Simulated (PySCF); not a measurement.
Radial density of Te(29+) (tellurium, charge +29)

UHF, [Ar] 3d5, high-spin 6S determinant. Computed with PySCF 2.14 in an even-tempered Gaussian basis (18 s from 3.9 bohr⁻², ratio 2.5; 12 p from 5 bohr⁻², ratio 2.5; 8 d from 5 bohr⁻², ratio 2.5; 4 f from 21 bohr⁻², ratio 2.7; 3 g from 31 bohr⁻², ratio 2.7), with scalar relativity by spin-free X2C-1e.

```tsv
r (bohr)	4πr²ρ (e/bohr)	4πr²(ρα − ρβ)
0.0290	61.52	0.0258
0.0488	62.78	0.3407
0.0820	84.43	2.7387
0.138	55.15	11.8440
0.232	52.37	20.0417
0.390	26.13	7.4571
0.656	0.7654	0.2235
1.10	0.0008494	0.0003
```

Densities and radii are taken from the X2C orbitals without a picture-change correction, which distorts them close to the nucleus.
